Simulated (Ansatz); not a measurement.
Z-matrix (Å, degrees):
```
C
C 1 1.3221
H 2 1.0838 1 121.48
H 2 1.0838 3 117.05 1 179.99
C 1 1.5200 2 133.77 3 0.02
H 5 1.0916 1 114.60 2 62.83
H 5 1.0916 6 108.02 1 129.05
C 1 1.5200 2 133.77 3 -179.99
H 8 1.0916 1 114.59 2 -62.83
H 8 1.0916 9 108.02 1 -129.06
C 5 1.5575 6 114.99 7 129.91
H 11 1.0887 5 114.49 6 -126.29
H 11 1.0887 12 108.50 8 129.25
```
Charge 0, multiplicity 1.

All values below come from frozen-core CCSD(T)/cc-pVTZ // B3LYP-D3(BJ)/def2-TZVP in Ansatz (an electronic-structure program).

The HF energy is -194.00871 Ha and the MP2 correlation energy comes out as -0.83113 Ha.

Q: Estimate the CCSD correlation energy, the (T) correction, the total energy and the T1 diagnostic.

A: 
- CCSD correlation energy = -0.87533 Ha
- (T) correction = -0.03890 Ha
- CCSD(T) total energy = -194.92295 Ha
- T1 diagnostic = 0.010
